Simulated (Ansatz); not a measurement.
Input and output for the cluster VO2 (the lowest doublet isomer of a short search).

```yaml
crystal:
  periodic: [false, false, false]
  atoms:
    - {symbol: V, position_ang: [-1.066022, -0.263541, -0.059201]}
    - {symbol: O, position_ang: [0.498025, 0.113527, 0.741535]}
    - {symbol: O, position_ang: [0.567997, 0.150014, -0.682334]}
basis:
  gaussian: {orbitals: pcseg-2}
magnetization: {spin_polarized: true, initial_magnetization: 1}
hamiltonian: {xc: {name: CAM-B3LYP}}
scf: {omitted_lower_state_checks: [starts]}
```

```sh
$ ansatz run in.yaml --threads 2 --pin off --events-out ev --progress --plain --max-ram 4352MiB
```

Shortened log:

```
Functional definition: CAM-B3LYP
830 factors; their error is unknown
136 factors; integrals over basis functions are off by at most 1.2e-4 eV
mean field evaluation 1: about -29775.2251 eV, gradient 3.3e1 eV
mean field evaluation 2: about -29728.2795 eV, gradient 1.3e2 eV
mean field evaluation 4: about -29779.0808 eV, gradient 9.0e0 eV
mean field evaluation 8: about -29779.3719 eV, gradient 4.4e-1 eV
mean field evaluation 16: about -29779.6219 eV, gradient 1.3e-2 eV
mean field evaluation 32: about -29779.8933 eV, gradient 1.5e-1 eV
mean field -29779.88956977 eV, -1094.3907561550 hartree, gradient 4.2e-6 eV, S^2 1.726212; 2 other end points of the search recorded, 0 dependent functions left out
reference -29779.88966819 eV, -1094.3907597719 hartree; 20, 19 occupied and 96, 97 virtual orbitals, 830 factors
Total energy: -29779.88966819 eV, -1094.3907597719 hartree
Checks for a lower state left out: starts
```

It took 17 s on 2 threads of Arm Neoverse V2 on a shared host.

The charge 0 doublet is spin-contaminated (final ⟨S²⟩ up to 1.73, 0.75 for a pure state).
